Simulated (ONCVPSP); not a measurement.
# Before and after: ONCV potential for P

* Element: P
* Generator: ONCVPSP 4.0.1
* Type: optimised norm-conserving Vanderbilt (ONCV)
* Functional: PBE
* Relativity: scalar-relativistic
* Frozen core: [Ne]
* Valence charge: 5
* Reference configuration: 3s2 3p1 (charge +2)
* Partial waves: 3s: rc 1.65 bohr, ncon 4, nbas 7, qcut 3.3 1/bohr, 2 projectors, debl 3.7 Ha; 3p: rc 1.40 bohr, ncon 4, nbas 9, qcut 6.5 1/bohr, 2 projectors, debl 2.2 Ha
* Local potential: polynomial inside 1.10 bohr (lpopt 5, dvloc0 1 Ha)
* Core correction: Teter function, fcfact 5.25, rcfact 1.8

All-electron outer shells of the reference configuration (PBE, scalar-relativistic, ld1.x):

```tsv
shell	level (eV)	outermost node (bohr)	outermost maximum (bohr)
2s	-197.53	0.14	0.42
2p	-148.09	–	0.36
3s	-33.96	0.65	1.52
3p	-24.28	0.63	1.68
```

Change: s: rc 1.98.

Cutoffs: the cutoffs (Ha) at which the residual kinetic energy of the hardest occupied pseudo-wave falls to 1 and 0.1 mHa per electron; they do not see the model core or the augmentation charge, which bear on the density cutoff. Errors are all-electron minus pseudo energies relative to the spin-unpolarised reference configuration.

Problem. What does the change do?

Solution. The potential gets softer (35 Ha and 44 Ha → 23 Ha and 31 Ha); the errors of the 4 common tests hardly move; neither file shows a bound ghost. A larger radius leaves more room for a smooth pseudo-wave, so fewer plane waves are needed.

| quantity | base | changed |
| --- | --- | --- |
| cutoff, loose | 35 Ha | 23 Ha |
| cutoff, tight | 44 Ha | 31 Ha |
| loose cutoff by channel | s 35 Ha, p 5.6 Ha | s 23 Ha, p 5.6 Ha |
| bound ghosts | none | none |
| GHOST(+) flags under 300 eV | s at 143.8 eV | s at 109.0 eV |
| error for 3s2 3p3, meV [ΔE -28.88 eV] | -96 | -89 |
| error for 3s2 3p2, meV [ΔE -19.15 eV] | -37 | -34 |
| error for 3s2 3p0, meV [ΔE 29.74 eV] | -87 | -80 |
| error for 3s1 3p4, meV [ΔE -20.34 eV] | -91 | -85 |
| p: phases at 1.42 bohr within 0.05 rad from the reference energy up to (Ha; the scan ends near 5) | 4.4 | 4.4 |
| rms error of d²Exc/dni dnj with the model core, mHa | 10.01 | 10.30 |
